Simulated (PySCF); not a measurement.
# Basis and Hamiltonian dependence of the excitation energy of C⁺

C⁺ [He] 2s2 2p1 (2P) → C⁺ [He] 2s1 2p1 3s1 (4P). Calculated with PySCF 2.14 from differences of total energies of unrestricted determinants, without spin-orbit coupling. Values in eV.

```
         basis       Hamiltonian  functions     UHF     PBE    PBE0  MP2 (valence)  CCSD(T) (valence)  CCSD(T) (valence and next inner shell)
 aug-cc-pwCVDZ  non-relativistic         27  18.907  20.124  20.113         19.943             20.532                                  20.540
    dyall-av2z  non-relativistic         42  18.862  20.051  20.051         19.955             20.532                                     n/a
 aug-cc-pwCVTZ  non-relativistic         59  18.864  20.054  20.054         20.097             20.630                                  20.646
    dyall-av3z  non-relativistic         71  18.850  20.029  20.030         20.087             20.620                                     n/a
   dyall-acv3z     spin-free X2C         76  18.861  20.040  20.041         20.098             20.631                                  20.653
aug-cc-pVQZ-DK     spin-free X2C         80  18.863  20.043  20.044         20.142             20.654                                     n/a
 aug-cc-pwCVQZ  non-relativistic        109  18.851  20.032  20.032         20.145                n/a                                     n/a
```

Frozen in the all-electron rows: valence: 1s2; valence and next inner shell: nothing.
